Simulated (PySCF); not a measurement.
Worked example: dipole moment from atomic charges

HOP, SMILES P=O. Atoms are numbered in the order given.

```xyz
3

P     -0.1129    -0.4713     0.0000
O      0.0549     1.0072     0.0000
H      1.2546    -0.9885     0.0000
```
Charge 0, spin multiplicity 1.

Geometry: TPSSh-D3(BJ)/def2-TZVPD.

Charges (e) from ωB97X/def2-TZVPD in PySCF:

```
atom     IAO  ESP fit
----  ------  -------
P1     0.839    0.297
O2    -0.734   -0.338
H3    -0.105    0.041
```

The dipole moment of the full density is 2.44 D.

Task: What dipole moment does each set of point charges give, and which comes closer to that of the density?

Result: 
μ = Σ q r, and 1 e Å = 4.8032 D.
IAO: Σ q r = (-0.267, -1.031, 0.000) e Å, |μ| = 5.11 D.
ESP fit: Σ q r = (-0.001, -0.521, 0.000) e Å, |μ| = 2.50 D.
ESP fit comes closer in size. Point charges leave out the atoms' own dipoles (lone pairs, polarised bonds); fits to the potential absorb them, partitions of the density don't.
